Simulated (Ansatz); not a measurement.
Molecule: trichloro(methoxy)silane, CH₃Cl₃OSi, charge 0, multiplicity 1. SMILES: Cl[Si](Cl)(Cl)OC
Structure (B3LYP-D3(BJ)/def2-TZVP (Ansatz, a program for electronic structure) minimum search):
```
O
C 1 1.4283
H 2 1.0877 1 107.24
H 2 1.0914 3 109.43 1 -119.99
H 2 1.0914 3 109.43 4 -120.03
Si 1 1.6106 2 126.13 3 -180.00
Cl 6 2.0279 1 107.46 2 -180.00
Cl 6 2.0447 1 110.84 2 59.84
Cl 6 2.0447 1 110.84 2 -59.84
```

Computed values are from Ansatz. Correlated levels leave the core frozen unless marked. UHF or UKS for open shells. Spin-orbit coupling is left out. Non-relativistic. Basis-set limits of correlation are two-point, X^-3; Hartree-Fock from the larger set. The bracket is a focal-point correction in the basis named.

```json
{
 "atomisation energy De": "801.9 kcal/mol at CCSD(T)/CBS(aug-cc-pV(T+d)Z,aug-cc-pV(Q+d)Z)",
 "vertical ionisation energy (to the doublet)": "11.72 eV at RI-MP2/CBS(aug-cc-pV(T+d)Z,aug-cc-pV(Q+d)Z)+[CCSD(T)-MP2]/aug-cc-pV(T+d)Z",
 "total_energy": "-1783.6307 Eh at CCSD(T)/CBS(aug-cc-pV(T+d)Z,aug-cc-pV(Q+d)Z)",
 "dipole_moment": "2.00 D at CCSD(T)/aug-cc-pV(D+d)Z",
 "T1 diagnostic": "0.010 at CCSD/aug-cc-pV(Q+d)Z"
}
```
